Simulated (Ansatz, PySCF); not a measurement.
This PySCF input computes a CAM-B3LYP/def2-TZVPD energy:

```python
from pyscf import gto, scf, dft

mol = gto.M(
    atom='''
    Si   -1.16715415    0.12281588    0.09724133
    P     1.13297119   -0.10870010   -0.15156653
    H    -1.67203921   -0.92587735   -0.79830548
    H    -1.37508261    1.51277752   -0.32868322
    H    -1.32102149   -0.13675264    1.54089242
    H     1.72453250   -1.36738446    0.04752699
    H     1.98920092    0.82831611    0.45068846
    ''',
    basis='def2-tzvpd',
    charge=1,
    spin=1,
    verbose=4,
)

mf = dft.UKS(mol, xc='camb3lyp').density_fit(auxbasis='def2-universal-jkfit')
mf.grids.level = 3
mf.conv_tol = 1e-9
mf.max_cycle = 100
mf.max_memory = 1500
mf.kernel()
if not mf.converged:
    mf = mf.newton()
    mf.kernel(mf.make_rdm1())
for _ in range(2):
    mo, _, stable, _ = mf.stability(return_status=True)
    if stable:
        break
    mf.kernel(mf.make_rdm1(mo, mf.mo_occ))
mf.analyze()
```

### Question
Write an input for the same energy in Ansatz (a quantum-chemistry and plane-wave program) and say what it gives.

### Answer

Ansatz 0.2 input:
```yaml
crystal:
  periodic: [false, false, false]
  atoms:
    - {symbol: Si, position_ang: [-1.16715415, 0.12281588, 0.09724133]}
    - {symbol: P, position_ang: [1.13297119, -0.10870010, -0.15156653]}
    - {symbol: H, position_ang: [-1.67203921, -0.92587735, -0.79830548]}
    - {symbol: H, position_ang: [-1.37508261, 1.51277752, -0.32868322]}
    - {symbol: H, position_ang: [-1.32102149, -0.13675264, 1.54089242]}
    - {symbol: H, position_ang: [1.72453250, -1.36738446, 0.04752699]}
    - {symbol: H, position_ang: [1.98920092, 0.82831611, 0.45068846]}
basis:
  gaussian:
    orbitals: def2-TZVPD
hamiltonian:
  xc: {name: CAM-B3LYP}
total_charge: 1
magnetization: {spin_polarized: true, initial_magnetization: 1}
output: {forces: true}
```
It gives -633.54120 Eh, and PySCF -633.54126 Eh, a difference of 0.06 mEh, from the treatment of integrals and grids.
